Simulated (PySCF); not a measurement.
Excitations are Tamm–Dancoff values on a coarser integration grid. The basis has no diffuse functions, so Rydberg states are missing or too high.

## C3H6Si, SMILES `C=C[SiH]=C` (C–C–Si–C torsion 15°) (charge 0, multiplicity 1)

These are PBE-D3(BJ)/def2-TZVP // PBE0-D3(BJ)/def2-TZVP (PySCF) values and carry that method's errors.

```yaml
HOMO: -5.29 eV
dipole_moment: 1.38 D
LUMO: -2.47 eV
HOMO–LUMO gap: 2.82 eV
S1 excitation (TDA): 4.00 eV
S1 oscillator strength: 0.168
brightest of the four lowest singlets (TDA): 4.00 eV
T1 excitation (TDA): 2.23 eV
S1–T1 gap (TDA): 1.77 eV
total_energy: -11077.44 eV
cost: roughly 80 core-seconds
```

```xyz
10

C     -1.5847    -0.4012    -0.7435
C     -1.0362    -0.4670     0.4691
Si     0.6427     0.1728     0.8788
C      1.8362     0.5947    -0.2571
H     -2.5740    -0.7995    -0.9478
H     -1.0679     0.0549    -1.5824
H     -1.6127    -0.9234     1.2718
H      0.8952     0.2903     2.3321
H      1.7043     0.4951    -1.3282
H      2.7972     0.9832     0.0596
```
Charge 0, spin multiplicity 1.
